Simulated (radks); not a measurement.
Fractional charge and spin in the 5s shell of tellurium: the spin-up occupation runs from 0 to 1 and the spin-down occupation from 0 to 1; the fullest corner is Te, [Kr] 4d10 5p(up 2, down 2) 5s(up 1, down 1). All-electron calculation, scalar-relativistic Kohn-Sham, SCAN, spin-polarised, spherical densities, finite nucleus; meta-GGA in the generalised Kohn-Sham scheme; Fermi nuclear charge, rms radius of each element as measured or else 0.836 A^(1/3) + 0.57 fm. Program: a radial shooting solver on a logarithmic mesh with Libxc functionals. Energy (eV) minus the two flat planes that join the four corners (they meet along the diagonal where the two added fractions sum to one electron); zero is where a piecewise linear energy would lie.

| down \ up | 0 | 0.25 | 0.5 | 0.75 | 1 |
|---|---|---|---|---|---|
| 0 | 0.000 | -0.856 | -1.132 | -0.858 | 0.000 |
| 0.25 | -0.856 | -1.008 | -0.624 | 0.326 | -0.748 |
| 0.5 | -1.132 | -0.624 | 0.441 | -0.537 | -1.010 |
| 0.75 | -0.858 | 0.326 | -0.537 | -0.907 | -0.734 |
| 1 | 0.000 | -0.748 | -1.010 | -0.734 | 0.000 |

Corners above the fullest one (they belong to Te+ and the next ion): (up 1, down 0) 19.698 eV, (up 0, down 1) 19.698 eV, (up 0, down 0) 49.691 eV. With half an added electron in each spin the energy lies 0.441 eV from the planes, and with half an added electron in spin up alone -1.132 eV. The planes are only a guide here: the flat-plane condition holds for ground states with one frontier orbital, while this shell lies below other occupied shells, so the corners above the fullest one are inner-hole states and not the ground states of those ions.
